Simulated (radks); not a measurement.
Charge is removed step by step from the 4p (averaged over the sub-levels emptied) level of Tm15+, starting from [Kr] 4d10 4f8. Calculated with a radial shooting solver on a logarithmic mesh with Libxc functionals: Dirac Kohn-Sham, LDA (Slater exchange, Perdew-Wang correlation), spin-unpolarised, spherical densities, point nucleus; open shells are shared between the two j in proportion to 2j + 1. At the starting occupation the eigenvalue is -649.52 eV. Estimate the energy to remove one whole electron from this level, the eigenvalue at the end, and how far E(n) bends from a straight line.

Answer. Delta-SCF 668.58 eV; final eigenvalue -687.77 eV; the deviation from the straight line is -4.781 eV at 0.5 electron removed, the largest on the grid computed. Slater's transition state (half an electron removed) gives 668.54 eV. Integrating minus the eigenvalue over the occupation (Janak's theorem) gives 668.58 eV. The mean slope of the eigenvalue, de/dn, is 38.2 eV per electron.
